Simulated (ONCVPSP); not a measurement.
Pd (Z = 46): excitation energies, all-electron against ONCV

palladium (Pd), optimised norm-conserving Vanderbilt (ONCV), made with ONCVPSP 4.0.1 (PBEsol, scalar-relativistic). Core [Ar] 3d10, reference 4s2 4p6 4d9 5s1. Waves: 4s+5s: rc 1.45 bohr, ncon 4, nbas 8, qcut 9.3 1/bohr, 2 projectors; 4p: rc 1.45 bohr, ncon 4, nbas 9, qcut 7.8 1/bohr, 2 projectors, debl 0.9 Ha; 4d: rc 1.65 bohr, ncon 5, nbas 10, qcut 9.9 1/bohr, 2 projectors, debl 1 Ha. Local part: polynomial inside 1.15 bohr (lpopt 3, dvloc0 0 Ha). Core correction: none.

In the p channel the program set the typed energies aside and used -2.000, 0.250 Ha.

Energies are relative to the spin-unpolarised reference configuration 4s2 4p6 4d9 5s1; without spin polarisation the order of configurations can differ from experiment.

```
valence configuration  charge  ΔE all-electron (eV)  error AE − PS (meV)
      4s2 4p6 4d9 5s0      +1                 7.610                 -1.3
      4s2 4p6 4d7 5s0      +3                62.776                 -2.6
```

Q: What are ΔE and the potential's error for 4s2 4p6 4d8 5s0?

A: ΔE = 28.428 eV all-electron; the error (AE − PS) is -2.4 meV.

Q: What are ΔE and the potential's error for 4s2 4p6 4d10 5s0?

A: ΔE = -1.511 eV all-electron; the error (AE − PS) is -2.3 meV.
